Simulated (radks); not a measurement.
Spherical quantum dot in the effective-mass picture: electrons in a parabolic well V = omega^2 r^2 / 2 with omega = 0.0657, all in effective atomic units (hartree* = m*/eps^2 hartree, bohr* = eps/m* bohr), one dielectric constant everywhere. Method: non-relativistic Kohn-Sham, LDA (Slater exchange, Perdew-Wang correlation), spin-polarised, spherical densities; computed with a radial shooting solver with Libxc functionals. Levels are named by radial order and angular momentum (1s, 1p, 1d, 2s, ...), and open shells are averaged over m.

N = 9, configuration 1s2 1p6 1d(up 1, down 0). This is the lowest configuration that the search found (a dilute case). Occupied and some empty levels:

level    occupation  eigenvalue (hartree*)  <r> (bohr*)
1s up             1                0.95922        8.479
1s down           1                0.96178        8.381
1p up             3                0.97707        9.583
1p down           3                0.98010        9.556
1d up             1                 1.0019        10.41
1d down           0                 1.0051        10.42
2s up             0                 1.0227        8.162
2s down           0                 1.0240        8.202
1f up             0                 1.0322        11.11
1f down           0                 1.0354        11.13
2p up             0                 1.0572        9.487
2p down           0                 1.0589        9.489

Energy (hartree*): total 5.17275, kinetic 0.29913, external 1.8535, Hartree 3.8781, exchange-correlation -0.85804.

Electron density:

r (bohr*)  n(r) (e/bohr*^3)
1.37              0.0005268
2.85              0.0007093
4.32              0.0009749
5.79               0.001245
7.26               0.001406
8.74               0.001339
10.2               0.001015
11.7              0.0005768
13.2              0.0002348
14.6             0.00006633
16.1             0.00001322
17.6              1.870e-06
19.1              1.856e-07
